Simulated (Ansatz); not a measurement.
`[CH3][Zr]([OH])([I])[I]` + CH₃OH → `C[O][Zr]([CH3])([I])[I]` + H₂O  (ligand exchange at a Zr–O bond)

Program: Ansatz. Geometries: PBE0-D4/def2-TZVP. ΔE: electronic, gas phase. CCSD(T)/CBS adds triple-zeta CCSD(T) − MP2 to the extrapolated MP2 energy (def2 sets, frozen cores). This one scheme is used for every species. Elements past krypton have def2 core potentials. For I, Zr outer-core shells are correlated without core-valence functions, which leaves a few kJ/mol of doubt a bond. One conformer a species, not always the lowest.

```tsv
species	MP2/def2-TZVPP energy (Eh)
`[CH3][Zr]([OH])([I])[I]`	-756.95910
CH₃OH	-115.52185
`C[O][Zr]([CH3])([I])[I]`	-796.16721
H₂O	-76.32349
```

Question: Work out ΔE.

Answer: ΔE = (-796.16721) + (-76.32349) − (-756.95910) − (-115.52185) = -0.00975 Eh = -6.1 kcal/mol. CCSD(T)/CBS gives -5.2 kcal/mol.

Largest T1 diagnostic among the species: 0.014.

Leaving LDA and LC-ωPBE aside and taking each functional with its dispersion term where it has one, the values, not all of them listed here, spread over 1.1 kcal/mol, from BLYP-D4 to ωB97M-V. The D4 term adds −1.0 kcal/mol with B3LYP and −0.7 kcal/mol with PBE0; it sums over pairs of atoms, weighted by their polarisabilities, and B3LYP, whose exchange is more repulsive, gets the larger term. In def2-TZVPP, CCSD(T) changes the Hartree–Fock value by −2.5 kcal/mol (the triples alone add −0.6 kcal/mol) and MP2 by −3.3 kcal/mol.

B3LYP here is the variant with VWN-RPA as its local correlation; programs differ in this.
